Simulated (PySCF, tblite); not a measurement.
Problem. Write a Z-matrix for `O=C(Cl)/C(=C/Cl)C(F)(F)F` as optimised with GFN2-xTB.

Solution. 
Z-matrix in Å and degrees, rows numbered from 1:
```
O 
C   1  1.1915
Cl  2  1.7424  1  120.77
C   2  1.4810  1  124.39  3   179.81
C   4  1.3477  2  115.78  1    -1.44
Cl  5  1.6765  4  128.16  2  -179.44
C   4  1.5120  2  119.19  1   179.13
F   7  1.3402  4  111.94  2    62.02
F   7  1.3359  4  113.23  2  -178.24
F   7  1.3395  4  112.11  2   -58.50
H   5  1.0854  4  116.89  2     0.47
```

The 2 C–Cl bonds span 1.676 Å (C5–Cl6, drawn single) to 1.742 Å (C2–Cl3, drawn single), a spread of 0.066 Å. The C–C distances run from 1.348 Å (C4=C5, drawn double) to 1.512 Å (C4–C7, drawn single), a spread of 0.164 Å. Of the pairs four or more bonds apart, Cl6···F9 is among the closest relative to their van der Waals radii: 2.76 Å, 86 % of the sum of Bondi's values.

The geometry is computed with GFN2-xTB (gas phase).

Point group: near Cs, missed by 0.09 Å at most; the miss may be what the optimiser left on a soft mode. Its lowest GFN2-xTB frequency is 7 cm⁻¹, too small to tell a flat minimum from a shallow saddle. One conformer, not necessarily the lowest (O1–C2–C4–C5 -1°). 3 starts were optimised and ended at 0.00, 0.06 and 0.09 kcal/mol (GFN2-xTB); the lowest of these is shown.
